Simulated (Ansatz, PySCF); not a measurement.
Reaction 2 R1 → P1 + P2, each structure at its B3LYP-D3(BJ)/def2-TZVP stationary point, reached from a drawn start (curvature not checked).
P1: Br4Zr (SMILES [Br][Zr]([Br])([Br])[Br]), charge 0, multiplicity 1.
R1, Br3Zr (SMILES [Br][Zr]([Br])[Br]) (charge 0, multiplicity 2):
```xyz
4

Zr    -0.00005     0.00000    -0.00083
Br     2.49536    -0.00983    -0.00866
Br    -1.23916     2.16607    -0.00167
Br    -1.25615    -2.15624     0.01126
```
P2, Br2Zr (SMILES [Br][Zr][Br]) (charge 0, multiplicity 1):
```xyz
3

Zr     0.003     0.004    -0.627
Br     2.284    -0.006     0.324
Br    -2.287     0.002     0.304
```

P less R. No zero-point or thermal terms; singlets are restricted closed shells; open shells are unrestricted; no spin–orbit coupling. The spin states of the d-block species are the ones drawn and need not be the lowest.

Correlated levels freeze the cores. In cc and def2 sets filled d and f shells under p-block atoms count as core.

The values were computed with Ansatz (Gaussian basis) for Hartree–Fock, density functionals and correlated methods; PySCF for the D3/D4 terms. Each number belongs to the level named beside it. Elements past Kr take the def2 small-core potentials, without spin–orbit coupling.

Predict the reaction energy from CCSD/def2-SVP.

0.97 eV

What is the computed reaction energy (B2PLYP-D3(BJ)/def2-TZVPP)?

0.92 eV

What reaction energy does revPBE/def2-TZVPP give?

1.05 eV

Ansatz is a quantum-chemistry and plane-wave program.
